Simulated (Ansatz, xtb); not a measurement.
# A geometry optimisation of CH5ClFSi2+ with r2SCAN-D4/def2-SVP

The starting geometry of this gas-phase singlet was built from a drawn formula by distance geometry and a force field; its bonds are those of `F[SiH2][SiH+]CCl`.

| atom | x (Å) | y (Å) | z (Å) |
| --- | --- | --- | --- |
| C | 2.1846 | 0.1066 | -0.3435 |
| Cl | 3.8746 | -0.5906 | -0.4242 |
| F | -0.9264 | 1.0964 | -2.0298 |
| Si | 0.0001 | 2.3195 | -1.4542 |
| Si | 2.1697 | 1.6184 | -1.3866 |
| H | -0.4666 | 2.7479 | -0.1353 |
| H | -0.1264 | 3.5170 | -2.3892 |
| H | 3.0371 | 2.7054 | -0.8554 |
| H | 1.5422 | -0.6698 | -0.7030 |
| H | 1.9967 | 0.2958 | 0.7015 |

Problem. Where would you expect an optimisation with r2SCAN-D4/def2-SVP to take it?

Solution. A new bond forms, giving a structure with Cl2 bridging C1 and Si5, given below by its coordinates. Contacts that close: Cl2–Si5 (2.95 → 2.26 Å).

The energy falls by 1.89 eV over 19 steps:

```csv
step,E − E(last) (eV)
1,1.887
3,0.924
5,0.848
7,0.754
9,0.529
11,0.190
13,0.062
15,0.010
17,0.000
19,0.000
```

Final geometry (Å):

| atom | x (Å) | y (Å) | z (Å) |
| --- | --- | --- | --- |
| C | 2.1226 | 0.0281 | -0.0725 |
| Cl | 2.8966 | 0.1704 | -1.7950 |
| F | -0.5334 | 0.8682 | -1.7826 |
| Si | -0.0019 | 2.3911 | -1.6070 |
| Si | 2.0390 | 1.8315 | -0.5328 |
| H | -0.8515 | 3.1717 | -0.6806 |
| H | 0.2912 | 3.0264 | -2.9105 |
| H | 3.1994 | 2.6273 | -0.0663 |
| H | 1.2319 | -0.6050 | -0.1784 |
| H | 2.8917 | -0.3630 | 0.6061 |

From the same start GFN2-xTB reaches the same bonding as this run.

No frequencies were run, so the end isn't proven a minimum. Run with Ansatz 0.2.0, 30 s on 2 threads of Intel(R) Xeon(R) 6975P-C (Granite Rapids) (shared host).
